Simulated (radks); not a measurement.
Values are calculated unless marked as measured or tabulated.
Q: Species: Lu+. Configuration: [Xe] 4f14 6s1 5d1 (not the ground configuration). Code: a radial shooting solver on a logarithmic mesh with Libxc functionals. Model: Dirac Kohn-Sham, OLYP, spin-unpolarised, spherical densities, point nucleus; open shells fill j = l - 1/2 first. Some entries of the table are withheld. Estimate them.

| orbital | occ. | eigenvalue (eV) | <r^2> (bohr^2) |
|---|---|---|---|
| 1s1/2 | 2 | -63165.61 | 0.0005121 |
| 2s1/2 | 2 | -10756.96 | 0.007859 |
| 2p1/2 | 2 | -10267.09 | 0.005641 |
| 2p3/2 | 4 | -9149.735 | 0.006849 |
| 3s1/2 | 2 | -2443.474 | 0.05157 |
| 3p1/2 | 2 | -2227.056 | (1) |
| 3p3/2 | 4 | -1988.589 | (2) |
| 3d3/2 | 4 | -1622.095 | 0.04231 |
| 3d5/2 | 6 | -1569.959 | 0.04416 |
| 4s1/2 | 2 | -491.6669 | 0.2579 |
| 4p1/2 | 2 | -403.5669 | 0.2678 |
| 4p3/2 | 4 | -349.2377 | 0.3049 |
| 4d3/2 | 4 | -204.5538 | 0.3393 |
| 4d5/2 | 6 | -194.6208 | 0.3539 |
| 5s1/2 | 2 | -67.6672 | 1.544 |
| 5p1/2 | 2 | -43.2942 | (3) |
| 5p3/2 | 4 | -36.3576 | (4) |
| 4f5/2 | 6 | -17.3644 | 0.6704 |
| 4f7/2 | 8 | -15.8285 | 0.7046 |
| 6s1/2 | 1 | -9.7379 | 13.23 |
| 5d3/2 | 1 | -7.7590 | 7.322 |
| 5d5/2 | 0 | -7.3521 | 7.961 |

A: 
(1) 3p1/2 <r^2> (bohr^2): 0.04751
(2) 3p3/2 <r^2> (bohr^2): 0.05421
(3) 5p1/2 <r^2> (bohr^2): 1.957
(4) 5p3/2 <r^2> (bohr^2): 2.306
